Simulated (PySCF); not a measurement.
Compound: C₃F₅O₂ (charge -1).
Cartesian coordinates in Å at the PBE0-D3(BJ)/def2-SVP level; atoms count from 1:
```
atom  x, y, z in Å
O1     2.1635   -0.6820    1.0889
C2     1.4491    0.1301    0.4968
O3     1.6840    1.1911   -0.0996
C4    -0.0880   -0.2135    0.5213
F5    -0.3309   -1.5201    0.7878
F6    -0.7212    0.5058    1.4942
C7    -0.8367    0.0930   -0.7828
F8    -2.0832   -0.4238   -0.7488
F9    -0.2231   -0.4632   -1.8278
F10   -0.9747    1.3908   -1.0100
```

The closed-shell ground state was solved at several levels (PySCF, density fitting, gas phase, non-relativistic). The geometry's basis has no diffuse functions, a weakness for an anion. No diffuse functions stand in pcJ-1 and pcSseg-1, which bears on an anion's orbital energies.

```csv
level,basis functions,total energy (Eh),HOMO (eV),LUMO (eV),gap (eV)
PBE0/pcSseg-1,170,-763.2561,-2.20,5.55,7.75
B3LYP/pcJ-1,270,-764.0640,-1.91,5.31,7.22
```

(1) Estimate the row for B3LYP/def2-SVPD, a basis of 221 functions; the other rows only guide the guess.

(2) Over all these levels, which gives the widest orbital gap and which the narrowest?

Results:

(1) Total energy -763.5406 Eh, HOMO -2.47 eV, LUMO 3.94 eV, gap 6.41 eV.

(2) PBE0/pcSseg-1 (global hybrid, 25 % exact exchange) has the widest, 7.75 eV, and B3LYP/def2-SVPD (global hybrid, 20 % exact exchange) the narrowest, 6.41 eV. Functional and basis both differ between the two, so the spread mixes both effects.

One conformer stands for the species.
